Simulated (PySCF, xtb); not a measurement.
BeClBr, SMILES [Cl][Be][Br].

Harmonic wavenumbers (cm⁻¹) from GFN2-xTB run with xtb at its own minimum, in rising order: 201, 201, 321, 1045.

Question: What does r2SCAN-D4/def2-TZVP in PySCF 2.14.0 give at its own minimum? (An estimate is asked for; the answer gives what the named calculation found.)

Answer: 224, 224, 315, 1075. Paired by order, the mean absolute difference is 21 cm⁻¹ and the zero-point energies are 2.5 and 2.6 kcal/mol.
